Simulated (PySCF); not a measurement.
## Ionisation energy of Cs³⁸⁺ by level of theory

Cs³⁸⁺ [Ne] 3s2 3p5 (2P) → Cs³⁹⁺ [Ne] 3s2 3p4 (3P), as a difference of total energies. Calculation: PySCF 2.14, in an uncontracted even-tempered set (18 s from 6.6 bohr⁻², ratio 2.5; 12 p from 8.6 bohr⁻², ratio 2.5; 5 d from 38 bohr⁻², ratio 2.7; 4 f from 57 bohr⁻², ratio 2.7); scalar relativity by spin-free X2C-1e. Correlated levels: outer shells: 1s2 frozen; virtual orbitals above 40 to 60 times the deepest correlated orbital energy dropped. The calculations carry no spin-orbit coupling.

```json
{"method": "UHF", "ionisation energy (eV)": "2793.1"}
{"method": "LDA", "ionisation energy (eV)": "2795.2"}
{"method": "PBE", "ionisation energy (eV)": "2795.6"}
{"method": "PBE0", "ionisation energy (eV)": "2795.5"}
{"method": "r2SCAN", "ionisation energy (eV)": "2795.8"}
{"method": "BLYP", "ionisation energy (eV)": "2795.6"}
{"method": "PW91", "ionisation energy (eV)": "2796.2"}
{"method": "MP2 (outer shells)", "ionisation energy (eV)": "2794.1"}
{"method": "SCS-MP2 (outer shells)", "ionisation energy (eV)": "2794.0"}
```

Spin-orbit coupling is strong in these open shells (close to jj coupling). The scalar numbers leave it out and a first-order estimate fails, so it can dominate the gap to the real levels.

Breit and QED terms and the two-electron picture change are absent.

For comparison: 2767 ± 4 eV (theoretical estimate listed by NIST; NIST Atomic Spectra Database, ionization energies).
